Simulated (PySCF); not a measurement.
Two species compared at the same levels of theory.

First species: C₄H₆Cl₃N.
SMILES with atom numbers: `[H]/[N:3]=[C:2](\[CH3:1])[CH2:4][C:5]([Cl:6])([Cl:7])[Cl:8]` (hydrogens: H9, H10, H11 on C1; H12 on N3; H13, H14 on C4)

Second species: C5H3F3O2S2.
SMILES: `O=S(=O)(C1=CC=CS1)C(F)(F)F`

Levels: PBE0/pcSseg-1 for dipole moment, HOMO energy, LUMO energy and HOMO–LUMO gap; GFN2-xTB for rotational constant A and rotational constant C. Geometries: GFN2-xTB. All species are isolated and taken at one optimised geometry, non-relativistic unless stated; the electronic structure was computed with PySCF and density fitting.

Dipoles, sizes and rotational constants follow the conformer. The torsions of the flexible species, by atom-mapped SMILES:
- `[H]/[N:3]=[C:2](\[CH3:1])[CH2:4][C:5]([Cl:6])([Cl:7])[Cl:8]`: C1–C2–C4–C5 -64°, C2–C4–C5–Cl6 77°
- `[O:1]=[S:2](=[O:3])([c:4]1[cH:5][cH:6][cH:7][s:8]1)[C:9]([F:10])([F:11])[F:12]`: O1–S2–C4–C5 -26°, O1–S2–C9–F10 173°

Values for the first species:

| Property | Result |
| --- | --- |
| Dipole moment | 2.53 D |
| HOMO energy | -7.70 eV |
| LUMO energy | -0.92 eV |
| HOMO–LUMO gap | 6.78 eV |
| Rotational constant A | 1.609 GHz |
| Rotational constant C | 0.815 GHz |

Estimate the same properties for the second species, and the change in each.

```csv
property,first,second,second less first
dipole moment,2.53 D,5.07 D,+2.54 D
HOMO energy,-7.70 eV,-8.21 eV,-0.51 eV
LUMO energy,-0.92 eV,-2.07 eV,-1.15 eV
HOMO–LUMO gap,6.78 eV,6.14 eV,-0.64 eV
rotational constant A,1.609 GHz,1.299 GHz,-0.310 GHz
rotational constant C,0.815 GHz,0.545 GHz,-0.270 GHz
```

On the first: The dipole matches unit charges of opposite sign 0.53 Å apart (1 e·Å = 4.8032 D).

On the second: A dipole of 5.07 D is allowed in C1, and pure rotational transitions are dipole-allowed. The dipole matches unit charges of opposite sign 1.06 Å apart (1 e·Å = 4.8032 D).
